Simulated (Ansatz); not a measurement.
`BC([SiH3])[SiH2]F` and `BC([SiH3])Br` differ in one atom or group.

Ansatz, PBE0-D4/def2-TZVP geometries, multiplicity 1. Each molecule was computed in one conformer, which needn't be the lowest.

Scalar relativity is left out up to krypton.

| property | `BC([SiH3])[SiH2]F` |
| --- | --- |
| LUMO energy (ωB97M-V/def2-TZVPP) / eV | 0.31 |
| HOMO energy (B3LYP/def2-TZVPP) / eV | -8.61 |
| HOMO–LUMO gap (B3LYP/def2-TZVPP) / eV | 6.83 |
| HOMO–LUMO gap (ωB97M-V/def2-TZVPP) / eV | 11.33 |
| HOMO–LUMO gap (PBE0/def2-TZVPP) / eV | 7.22 |
| LUMO energy (PBE/def2-TZVPP) / eV | -2.54 |

Give the same properties after the change, and the shifts. (Best estimate.)

Ansatz gave: 
```csv
property,`BC([SiH3])Br`,shift
LUMO energy (ωB97M-V/def2-TZVPP) / eV,0.04,-0.27
HOMO energy (B3LYP/def2-TZVPP) / eV,-7.52,1.09
HOMO–LUMO gap (B3LYP/def2-TZVPP) / eV,5.43,-1.40
HOMO–LUMO gap (ωB97M-V/def2-TZVPP) / eV,10.02,-1.31
HOMO–LUMO gap (PBE0/def2-TZVPP) / eV,5.88,-1.34
LUMO energy (PBE/def2-TZVPP) / eV,-2.84,-0.30
```

With PBE0 the HOMO rises by 1.03 eV and the LUMO falls by 0.31 eV, so the gap narrows by about 1.34 eV. PBE moves the HOMO by 0.94 eV and ωB97M-V by 1.04 eV.

B3LYP here is the variant with VWN-RPA as its local correlation; programs differ in this.

Spin–orbit coupling is left out; it splits and shifts lone-pair levels of the heavy atoms by tenths of an eV.
